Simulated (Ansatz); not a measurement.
Total energies of H7NOSi2 (`N[SiH2]O[SiH3]`).

```xyz
11

N    -0.130    0.477   -2.305
Si   -0.764    0.053   -0.784
O     0.357   -0.047    0.409
Si    0.701   -0.321    1.978
H     0.150    1.422   -2.509
H     0.380   -0.188   -2.862
H    -1.740    1.101   -0.398
H    -1.397   -1.282   -0.920
H     0.304   -1.701    2.366
H     2.162   -0.158    2.176
H    -0.023    0.645    2.847
```

Total charge 0; spin multiplicity 1. The structure was optimised at the PBE0-D4/def2-TZVP level. It is one conformer, not always the lowest. Basis def2-TZVPP, Ansatz 0.2.0.

RPA on PBE orbitals: Hartree–Fock energy of these orbitals -711.41082 Eh, correlation -1.19581 Eh (frozen core).

| functional | energy without D4 (Eh) | D4 term (kJ/mol) |
| --- | --- | --- |
| LDA (SPW92) | -709.99945 | – |
| PBE | -712.89706 | -20.6 |
| revPBE | -713.18661 | -61.5 |
| BLYP | -713.31619 | -45.0 |
| r2SCAN | -713.24099 | -5.1 |
| B97M-V | -713.18368 | – |
| PBE0 | -712.96676 | -17.4 |
| B3LYP | -713.41630 | -33.1 |
| r2SCANh | -713.23133 | -5.5 |
| r2SCAN0 | -713.21783 | -6.0 |
| HSE06 (plane-wave form) | -712.94671 | -16.3 |
| BHLYP | -713.30330 | -25.8 |
| CAM-B3LYP | -713.33397 | -17.7 |
| LC-ωPBE | -713.10905 | – |
| ωB97X-V | -713.23093 | – |
| ωB97M-V | -713.26691 | – |
| B2PLYP | -713.03173 | – |
| PBE-QIDH | -712.78757 | – |

B3LYP takes the VWN-RPA correlation (the form of Gaussian; ORCA's B3LYP/G). HSE06 is the plane-wave form, built on full-range PBE exchange. The double hybrids freeze the cores in their second-order part.

LC-ωPBE has ω = 0.4 bohr⁻¹.
